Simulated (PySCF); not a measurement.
**Bond length, frequency and bond energy of CaIn by level of theory**

State: ²Π (doublet), unpaired electrons π ↑. Set-up: basis Ca def2-SVPD, In def2-SVPD with ECP28; scalar-relativistic core potentials; PySCF 2.14. De refers to Ca + In in their high-spin ground configurations, without counterpoise correction. The functionals are run spin-unrestricted. A positive dipole means Ca(−)In(+). Levels whose curve was spin-contaminated or gave no clean fit are not listed.

```tsv
Level	Re (Å)	ωe (cm⁻¹)	De (eV)	μ (D)
ROHF-MP2	3.394	108	0.383	n/a
ROHF-SCS-MP2	3.450	96.0	0.295	n/a
LDA	3.158	148	0.99	-2.14
PBE	3.256	134	0.75	-1.89
B97-3	3.344	118	0.477	-2.01
ωB97X	3.319	112	0.399	-2.16
```

Correlated steps freeze 9 core orbitals. Correlated levels converge slowly with the basis: in double zeta they bind strong bonds too weakly, by up to about 1 eV, and carry superposition errors of some tenths. Spin–orbit coupling is left out, which matters for elements this heavy, above all for dissociation energies. The state is the lowest determinant that a PBE0 search found; another state may lie lower at other levels.
